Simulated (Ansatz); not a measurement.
One change: `NC1O[SiH2]1` becomes `SC1O[SiH2]1`.

Ansatz, PBE0-D4/def2-TZVP geometries, multiplicity 1. Each molecule was computed in one conformer, which needn't be the lowest.

```json
{"property": "HOMO–LUMO gap (PBE0/def2-TZVPP) / eV", "`NC1O[SiH2]1`": "6.57"}
{"property": "size of the dipole moment (PBE/def2-TZVPP) / D", "`NC1O[SiH2]1`": "0.91"}
{"property": "HOMO energy (PBE0/def2-TZVPP) / eV", "`NC1O[SiH2]1`": "-7.04"}
{"property": "HOMO–LUMO gap (B3LYP/def2-TZVPP) / eV", "`NC1O[SiH2]1`": "6.11"}
{"property": "LUMO energy (PBE/def2-TZVPP) / eV", "`NC1O[SiH2]1`": "-1.30"}
{"property": "LUMO energy (PBE0/def2-TZVPP) / eV", "`NC1O[SiH2]1`": "-0.46"}
```

Question: Give the same properties after the change, and the shifts. (Best estimate.)

Answer: The calculation gave: 
| property | `SC1O[SiH2]1` | shift |
| --- | --- | --- |
| HOMO–LUMO gap (PBE0/def2-TZVPP) / eV | 6.41 | -0.16 |
| size of the dipole moment (PBE/def2-TZVPP) / D | 1.45 | 0.54 |
| HOMO energy (PBE0/def2-TZVPP) / eV | -7.22 | -0.18 |
| HOMO–LUMO gap (B3LYP/def2-TZVPP) / eV | 5.94 | -0.17 |
| LUMO energy (PBE/def2-TZVPP) / eV | -1.65 | -0.35 |
| LUMO energy (PBE0/def2-TZVPP) / eV | -0.80 | -0.34 |

With PBE0 the HOMO falls by 0.18 eV and the LUMO falls by 0.34 eV, so the gap narrows by about 0.16 eV. PBE moves the HOMO by -0.27 eV and ωB97M-V by -0.14 eV. The zero-point energy changes by -46.9 kJ/mol with -3 modes. Dipoles are sizes alone; their direction can turn.

B3LYP here is the variant with VWN-RPA as its local correlation; programs differ in this.
